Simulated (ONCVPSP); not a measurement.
## Transferability test, ONCV potential for nitrogen (N)

nitrogen, optimised norm-conserving Vanderbilt (ONCV), made with ONCVPSP 4.0.1 (PBEsol, scalar-relativistic). Core [He], reference 2s2 2p3. Waves: 2s: rc 1.10 bohr, ncon 3, nbas 7, qcut 7.7 1/bohr, local; 2p: rc 1.50 bohr, ncon 4, nbas 8, qcut 7.3 1/bohr, 2 projectors, debl 1.7 Ha. Local part: the s channel. Core correction: Teter function, fcfact 3.25, rcfact 1.7.

Energies are relative to the spin-unpolarised reference configuration 2s2 2p3; without spin polarisation the order of configurations can differ from experiment. Not all tests gave a result: 1 of 4 tests not solved or not reliable.

| valence configuration | charge | ΔE all-electron (eV) | error AE − PS (meV) |
| --- | --- | --- | --- |
| 2s2 2p2 | +1 | 13.521 | +21 |
| 2s2 2p1 | +2 | 42.258 | +179 |
| 2s2 2p0 | +3 | 89.143 | +716 |
